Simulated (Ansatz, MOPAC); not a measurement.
System: CaO (charge 0, singlet). SMILES: [O]=[Ca]
Geometry from a B3LYP-D3(BJ)/def2-TZVP (Ansatz, a program for electronic structure) optimisation:
```xyz
2

Ca     0.0000     0.0000    -0.5211
O      0.0000     0.0000     1.3028
```

Wanted: vertical ionisation energy to the doublet, in eV. Conventions: each state is the SCF solution reached for its charge and spin; LANL2DZ with its own core potentials from Na on; non-relativistic; UHF or UKS for open shells; 6-311+G** with 5d; six Cartesian d functions in 6-31G* and its kin unless marked 5d; spin-orbit terms left out. Ab initio and DFT rows: single points at B3LYP-D3(BJ) geometries (Ansatz). Semi-empirical rows: differences of heats of formation at the shared geometry for vertical values.

| level | program | vertical ionisation energy to the doublet (eV) |
|---|---|---|
| AM1 | MOPAC | 6.42 |
| PM3 | MOPAC | 6.17 |
| PM6 | MOPAC | 6.08 |
| MNDO | MOPAC | 6.27 |
| HF/6-311+G** | Ansatz | 4.23 |
| B3LYP/STO-3G | Ansatz | 4.66 |
| B3LYP/6-31G* | Ansatz | 7.05 |
| B3LYP/6-31G* with LANL2DZ past Ar | Ansatz | 6.06 |
| PBE/def2-TZVPD | Ansatz | 7.36 |

No value to compare with is used here. The 8 habitual levels span 4.23 (HF/6-311+G**) to 7.05 eV (B3LYP/6-31G*); PBE/def2-TZVPD gives 7.36.

The levels are drawn from those run, B3LYP/6-31G* more often than the rest, none by its result; runs whose electronic state is in doubt are left out.
